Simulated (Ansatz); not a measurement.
`COB(O)OC` + HCl → `COB(Cl)OC` + H₂O  (ligand exchange at a B–O bond)

Isolated molecules relaxed with PBE0-D4/def2-TZVP in Ansatz; ΔE leaves out vibrations. CCSD(T)/CBS is the MP2 limit (def2-TZVPP, def2-QZVPP) plus CCSD(T) − MP2 in def2-TZVPP, frozen cores. This one scheme is used for every species. DFT in def2-TZVPP. B3LYP here is the variant with VWN-RPA as its local correlation; programs differ in this. HSE06 is defined as in plane-wave codes. Each species was taken in one conformer, which may not be the lowest.

```csv
level,ΔE (kcal/mol),difference from CCSD(T)/CBS
LDA (SPW92),9.4,1.4
r2SCANh-D4,8.6,0.6
HSE06-D4,8.0,0.0
BLYP,9.3,1.3
B3LYP,9.9,1.9
r2SCAN0,9.1,1.1
RPA@PBE/def2-TZVPP,9.1,1.1
CCSD/def2-TZVPP,9.7,1.7
MP2/CBS(def2),6.5,-1.5
CCSD/CBS(def2),8.7,0.7
CCSD(T)/CBS,8.0,0
```

Largest T1 diagnostic among the species: 0.012.

From PBE to PBE0 (25 % exact exchange), in def2-TZVPP and without D4, ΔE moves by +0.7 kcal/mol. The D4 term adds −0.9 kcal/mol with B3LYP and −0.5 kcal/mol with PBE0; it sums over pairs of atoms, weighted by their polarisabilities, and B3LYP, whose exchange is more repulsive, gets the larger term. Leaving LDA and LC-ωPBE aside and taking each functional with its dispersion term where it has one, the values, not all of them listed here, spread over 3.7 kcal/mol, from revPBE-D4 to CAM-B3LYP-D4. LDA lies +1.6 kcal/mol from PBE without D4.
